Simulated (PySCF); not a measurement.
Compound: C₇H₁₅FN (charge +1).
Numbering: `[CH3:1][N+:2]1([CH3:3])[CH2:4][CH2:5][CH2:6][C@H:7]1[CH2:8][F:9]` (hydrogens: H10, H11, H12 on C1; H13, H14, H15 on C3; H16, H17 on C4; H18, H19 on C5; H20, H21 on C6; H22 on C7; H23, H24 on C8)

Geometry (PBE0-D3(BJ)/def2-SVP, Å), atoms numbered from 1 in this order:
```xyz
24
C7H15FN angstrom
C     -1.618    0.744   -0.502
N     -0.554   -0.101    0.099
C     -1.156   -0.929    1.183
C      0.080   -0.990   -0.944
C      1.359   -1.477   -0.300
C      1.837   -0.278    0.531
C      0.636    0.677    0.684
C      0.855    2.012    0.007
F      1.096    1.833   -1.331
H     -2.416    0.086   -0.866
H     -1.201    1.314   -1.339
H     -2.025    1.420    0.260
H     -1.912   -1.594    0.748
H     -0.377   -1.525    1.672
H     -1.626   -0.266    1.919
H      0.287   -0.347   -1.809
H     -0.637   -1.771   -1.231
H      1.181   -2.365    0.324
H      2.089   -1.774   -1.064
H      2.651    0.249    0.016
H      2.227   -0.586    1.510
H      0.387    0.882    1.735
H      1.733    2.486    0.476
H      0.000    2.694    0.126
```

The calculation used PBE0-D3(BJ)/def2-SVP geometry optimisation, gas phase in PySCF.

Take the most abundant isotopes and a rigid rotor. The values belong to one conformer with, in the numbering `[CH3:1][N+:2]1([CH3:3])[CH2:4][CH2:5][CH2:6][C@H:7]1[CH2:8][F:9]`, C6–C7–C8–F9 59°, C1–N2–C4–C5 164°, N2–C4–C5–C6 -36°, C4–C5–C6–C7 17°, C5–C6–C7–C8 -115°.

(1) What are A, B and C (GHz)?

(2) What kind of rotor is it?

(3) Is it planar, by Δ = Ic − Ia − Ib?

(4) Give the other two planar moments, Paa and Pbb, and the rms extents of the mass along the axes.

(5) Which types of transition are allowed, and where do some lines up to J = 2 fall?

Results:

(1) Ia = 246.86, Ib = 310.14, Ic = 397.47 u·Å²; 505379 MHz·u·Å²/I gives 2047, 1630 and 1271 MHz, that is A = 2.0473, B = 1.6295, C = 1.2715 GHz.

(2) An asymmetric top; Ray's κ = -0.077.

(3) Not planar: Δ = Ic − Ia − Ib = -159.52 u·Å². For a rigid frame Δ = −2 Σ m c², so Σ m c² = 79.76 u·Å² lies off the ab plane: 23.18 from hydrogen and 56.58 from heavier atoms. The atom farthest from that plane is 1.95 Å away.

(4) Paa = Σ m a² = (Ib + Ic − Ia)/2 = 230.38 and Pbb = Σ m b² = (Ia + Ic − Ib)/2 = 167.09 u·Å². With the mass M = 132.12 u, the rms extents √(P/M) along a, b and c are 1.32, 1.12, 0.78 Å.

(5) The dipole components (about the centre of mass, as the species is charged) are |μa| = 3.16 D, |μb| = 1.62 D, |μc| = 1.56 D. The squared components, which scale the intensities, stand as 1.00 : 0.26 : 0.24 (a : b : c). Some lines, for components of 0.1 D or more:

```csv
type,branch,"J(Ka,Kc)",MHz,lower level (cm⁻¹)
a,Q,"1(1,0) ← 1(1,1)",358,0.111
c,Q,"1(1,1) ← 1(0,1)",418,0.097
b,Q,"1(1,0) ← 1(0,1)",776,0.097
a,Q,"2(1,1) ← 2(1,2)",1074,0.292
c,Q,"2(2,1) ← 2(1,1)",1253,0.328
b,Q,"2(1,1) ← 2(0,2)",1285,0.285
b,Q,"2(2,0) ← 2(1,1)",1405,0.328
b,Q,"2(2,1) ← 2(1,2)",2327,0.292
a,R,"1(0,1) ← 0(0,0)",2901,0.000
b,R,"1(1,1) ← 0(0,0)",3319,0.000
c,R,"1(1,0) ← 0(0,0)",3677,0.000
b,R,"2(0,2) ← 1(1,1)",5233,0.111
a,R,"2(1,2) ← 1(1,1)",5444,0.111
a,R,"2(0,2) ← 1(0,1)",5650,0.097
b,R,"2(1,2) ← 1(0,1)",5862,0.097
a,R,"2(1,1) ← 1(1,0)",6160,0.123
c,R,"2(1,1) ← 1(0,1)",6936,0.097
b,R,"2(2,1) ← 1(1,0)",7413,0.123
c,R,"2(2,0) ← 1(1,0)",7565,0.123
c,R,"2(2,1) ← 1(1,1)",7771,0.111
b,R,"2(2,0) ← 1(1,1)",7923,0.111
```

Not checked by PBE0-D3(BJ)/def2-SVP frequencies. No vibrational averaging or centrifugal distortion is included, and the geometry carries the error of its method. A rigid rotor knows nothing of internal rotation, which can split or shift real lines. Quadrupole hyperfine structure (14N) is left out.
